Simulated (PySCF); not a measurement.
PySCF input file for CH₈FNSi₂, SMILES [SiH2]([Si@H](F)N)C, TPSSh-D3(BJ)/def2-SVP. 

```python
import numpy as np
from pyscf import gto, scf, dft
import os
os.environ['JAX_PLATFORMS'] = 'cpu'
from ase import Atoms, units
from ase.calculators.calculator import Calculator, all_changes
from sella import Sella

mol = gto.M(
    atom='''
    C     2.01011946    0.56610858   -1.58875918
    Si    0.61661003   -0.61816574   -1.07820193
    Si   -0.34374711    0.08618669    0.88712861
    N    -1.28273769    1.49807590    0.61412877
    F    -1.28152685   -1.12743408    1.44219709
    H     2.45982702    0.26118582   -2.52874043
    H     1.64422229    1.58123778   -1.71355231
    H     2.79931143    0.59336237   -0.84272541
    H     1.19277270   -1.96753887   -0.96237765
    H    -0.33765133   -0.68973298   -2.20188278
    H     0.44280524    0.38237371    2.08057131
    H    -1.82304828    1.90005185    1.36298366
    H    -1.74613128    1.65049087   -0.26537012
    ''',
    basis='def2-SVP',
    charge=0,
    spin=0,
    max_memory=1600,
    verbose=3,
)
mf = dft.RKS(mol, xc='tpssh').density_fit(auxbasis='def2-universal-jkfit')
mf.disp = 'd3bj'
mf.grids.level = 4
mf.conv_tol = 1e-9
mf.max_cycle = 100
mf.kernel()
grad = mf.nuc_grad_method()
grad.grid_response = mol.nao <= 150
scan = grad.as_scanner()
scan.verbose = scan.base.verbose = 0
class SCF(Calculator):
    implemented_properties = ['energy', 'forces']
    def calculate(self, atoms=None, properties=None, system_changes=all_changes):
        super().calculate(atoms, properties, system_changes)
        e, g = scan(mol.set_geom_(self.atoms.positions, unit='Angstrom', inplace=False))
        assert scan.converged
        self.results = {'energy': float(e) * units.Hartree, 'forces': -np.asarray(g) * units.Hartree / units.Bohr}
atoms = Atoms(mol.elements, mol.atom_coords(unit='Angstrom'), calculator=SCF())
conv = Sella(atoms, order=0, internal=True, allow_fragments=True).run(fmax=0.002, steps=150)
mol_eq = mol.set_geom_(atoms.positions, unit='Angstrom', inplace=False)
print(mol_eq.tostring(format='xyz'))
mf.reset(mol_eq)
mf.verbose = 3
mf.kernel()
```

It prints:

```
converged SCF energy = -776.309068153703
     Step          Energy         fmax         cmax       rtrust          rho
Sella   0   -21124.445728       1.0461       0.0000       0.1000       1.0000
Sella   1   -21124.550799       1.0461       0.0000       0.1000       1.2507
Sella   2   -21124.590796       0.7997       0.0000       0.1000       1.1484
Sella   3   -21124.601168       0.3815       0.0000       0.1000       1.1326
Sella   4   -21124.602617       0.1045       0.0000       0.1000       1.2755
Sella   5   -21124.603026       0.0422       0.0000       0.1000       1.3130
Sella   6   -21124.603179       0.0396       0.0000       0.1000       1.3318
Sella   7   -21124.603240       0.0174       0.0000       0.1000       1.3215
Sella   8   -21124.603265       0.0083       0.0000       0.1000       1.3766
Sella   9   -21124.603279       0.0092       0.0000       0.1000       1.3631
Sella  10   -21124.603286       0.0069       0.0000       0.1000       1.2962
Sella  11   -21124.603288       0.0025       0.0000       0.1000       1.3025
13
XYZ from PySCF
C           1.97488740        0.60957604       -1.56783812
Si          0.66230620       -0.66122923       -1.07322384
Si         -0.41095952        0.02053109        0.89344791
N          -1.21801028        1.50393818        0.55081025
F          -1.41399545       -1.19008452        1.38055448
H           2.43970969        0.34919004       -2.53216402
H           1.51987953        1.60887411       -1.65835218
H           2.77059783        0.66703779       -0.80775796
H           1.27290394       -2.01160512       -0.90527958
H          -0.37191258       -0.76500353       -2.14757380
H           0.48557123        0.28493841        2.04907389
H          -1.55655691        2.10425942        1.29987590
H          -1.80359544        1.59577923       -0.27617331
converged SCF energy = -776.314858388496
```

The calculation finished and met its thresholds.
